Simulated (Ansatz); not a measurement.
The cluster Cu3F4⁻. Charge -1, multiplicity 1. Geometry r2SCAN-D4/def2-SVPD.

```xyz
7

Cu   -1.152   -0.068    2.142
Cu    1.321   -0.005   -2.043
Cu   -0.423    0.181   -0.247
F    -1.532   -1.048    0.610
F     2.057   -1.353   -2.935
F    -0.849    0.837    3.639
F     0.579    1.456   -1.165
```

The structure comes from a short search, and lower isomers may exist.

Question: Estimate the orbital energies around the gap (eV) in Ansatz with PBE-D4/def2-TZVPD, revPBE-D4/def2-TZVPD, r2SCAN-D4/def2-TZVPD, PBE0-D4/def2-TZVPD, CAM-B3LYP-D4/def2-TZVPD.

Answer: 
| orbital | PBE-D4/def2-TZVPD | revPBE-D4/def2-TZVPD | r2SCAN-D4/def2-TZVPD | PBE0-D4/def2-TZVPD | CAM-B3LYP-D4/def2-TZVPD |
| --- | --- | --- | --- | --- | --- |
| HOMO−13 | -2.97 | -2.86 | -3.15 | -5.11 | -6.77 |
| HOMO−12 | -2.75 | -2.64 | -2.92 | -4.85 | -6.50 |
| HOMO−11 | -2.52 | -2.40 | -2.70 | -4.66 | -6.30 |
| HOMO−10 | -2.50 | -2.37 | -2.64 | -4.47 | -6.08 |
| HOMO−9 | -2.39 | -2.28 | -2.54 | -4.46 | -6.06 |
| HOMO−8 | -2.34 | -2.23 | -2.49 | -4.34 | -5.95 |
| HOMO−7 | -2.25 | -2.14 | -2.41 | -4.31 | -5.91 |
| HOMO−6 | -2.22 | -2.11 | -2.39 | -4.25 | -5.89 |
| HOMO−5 | -1.93 | -1.81 | -2.03 | -3.78 | -5.37 |
| HOMO−4 | -1.92 | -1.80 | -2.00 | -3.74 | -5.33 |
| HOMO−3 | -1.81 | -1.69 | -1.98 | -3.73 | -5.33 |
| HOMO−2 | -1.74 | -1.63 | -1.93 | -3.63 | -5.23 |
| HOMO−1 | -1.74 | -1.62 | -1.93 | -3.30 | -4.90 |
| HOMO | -1.40 | -1.28 | -1.51 | -2.94 | -4.49 |
| LUMO | 1.05 | 1.17 | 1.29 | 2.03 | 2.87 |
| LUMO+1 | 2.05 | 2.12 | 2.34 | 2.91 | 3.47 |
| LUMO+2 | 2.40 | 2.44 | 2.68 | 2.98 | 3.55 |
| LUMO+3 | 2.59 | 2.62 | 2.91 | 3.22 | 3.83 |
| LUMO+4 | 2.77 | 2.77 | 3.14 | 3.43 | 3.91 |
| LUMO+5 | 3.44 | 3.44 | 3.79 | 4.02 | 4.48 |
